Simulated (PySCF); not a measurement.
Q: Give a PBE0-D3(BJ)/def2-SVP geometry of `CS(=O)(=O)Oc1ccccc1`.

A: 
Z-matrix in Å and degrees, rows numbered from 1:
```
C 
S   1  1.7665
O   2  1.4482  1  109.99
O   2  1.4485  1  110.05  3  -135.11
O   2  1.6455  1   95.70  3   112.38
C   5  1.3811  2  121.29  1  -179.13
C   6  1.3944  5  123.90  2    -2.09
C   7  1.3939  6  118.72  5   179.97
C   8  1.3928  7  121.03  6     0.04
C   9  1.3948  8  119.44  7    -0.02
C  10  1.3913  9  120.33  8    -0.02
H   1  1.0960  2  108.61  3  -173.24
H   1  1.0976  2  105.77  3    67.66
H   1  1.0961  2  108.53  3   -51.36
H   7  1.0898  6  121.10  5    -0.08
H   8  1.0924  7  118.83  6  -179.98
H   9  1.0918  8  120.25  7   179.98
H  10  1.0924  9  120.27  8  -180.00
H  11  1.0913  6  118.83  5    -0.04
```

Of the pairs four or more bonds apart, S2···H15 is among the closest relative to their van der Waals radii: 2.66 Å, 89 % of the sum of Bondi's values. S2 (sulfonyl sulfur) has angles from 95.7° to 120.5°. The 3 O–S bonds span 1.448 Å (S2=O3, drawn double) to 1.645 Å (S2–O5, drawn single), a spread of 0.197 Å. All 6 C–C bonds measure 1.391 to 1.395 Å.

Method used: PBE0-D3(BJ)/def2-SVP geometry optimisation, gas phase (PySCF).

No frequency check. One conformer, not necessarily the lowest (C1–S2–O5–C6 -179°, S2–O5–C6–C7 -2°).
